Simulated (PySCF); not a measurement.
Si(CCH)(H)(OH)2, SMILES C#C[SiH](O)O (C2H4O2Si), PBE0/def2-SVP optimised geometry.

```
9

Si    -1.80    -0.77     0.00
O     -2.27     0.82     0.00
O     -2.39    -1.59    -1.30
C      0.04    -0.77     0.00
C      1.26    -0.75     0.00
H     -2.34    -1.47     1.18
H     -1.57     1.47    -0.06
H     -2.12    -1.28    -2.18
H      2.34    -0.75     0.01
```

Density from PBE0/def2-TZVP run with PySCF at that geometry.

Minimum of the electron density along straight lines between bonded atoms, close to the bond critical point (lines longer than 1.1 times the sum of covalent radii, or with two minima, are not listed):

```csv
bond,length / Å,ρ at the minimum / e bohr⁻³,∇²ρ there / e bohr⁻⁵,position (fraction from the first atom)
Si1–O2,1.658,0.137,0.78,0.41
Si1–O3,1.651,0.138,0.81,0.41
Si1–C4,1.843,…,0.30,0.39
C4–C5,1.218,0.412,…,0.47
Si1–H6,1.476,0.129,0.13,0.49
O2–H7,0.961,0.355,-2.42,0.81
O3–H8,0.962,0.355,-2.42,0.81
C5–H9,1.076,0.284,-1.05,0.67
```

Task: Fill in the missing entries.

Result: 
- Si1–C4, ρ at the minimum / e bohr⁻³: 0.118
- C4–C5, ∇²ρ there / e bohr⁻⁵: -1.23
